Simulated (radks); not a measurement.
Question: Nb4+, 37 electrons, occupied as [Kr] 4d1 (the NIST ground configuration). Method: scalar-relativistic Kohn-Sham, PW91, spin-polarised, spherical densities, point nucleus; open shells are filled with parallel spins first (spin-orbit coupling, left out, can overturn this in heavy ions); computed with a radial shooting solver on a logarithmic mesh with Libxc functionals. Some entries of the table are withheld. Estimate them.

| orbital | occ. | eigenvalue (hartree) | r(max) (bohr) |
|---|---|---|---|
| 1s down | 1 | -693.0319 | 0.02349 |
| 1s up | 1 | -693.0317 | 0.02349 |
| 2s up | 1 | -98.44504 | 0.1332 |
| 2s down | 1 | -98.44014 | 0.1332 |
| 2p up | 3 | -88.09785 | 0.1064 |
| 2p down | 3 | -88.09421 | 0.1064 |
| 3s up | 1 | -17.85944 | 0.3955 |
| 3s down | 1 | -17.85671 | 0.3955 |
| 3p up | 3 | -14.47744 | 0.3892 |
| 3p down | 3 | -14.47439 | 0.3892 |
| 3d up | 5 | -8.94904 | 0.3342 |
| 3d down | 5 | -8.94437 | 0.3343 |
| 4s up | 1 | -3.81889 | 1.025 |
| 4s down | 1 | -3.78943 | 1.023 |
| 4p up | 3 | -2.91286 | 1.109 |
| 4p down | 3 | -2.88020 | 1.106 |
| 4d up | 1 | (1) | 1.353 |
| 4d down | 0 | (2) | 1.349 |

Answer: 
(1) 4d up eigenvalue (hartree): -1.61480
(2) 4d down eigenvalue (hartree): -1.58004
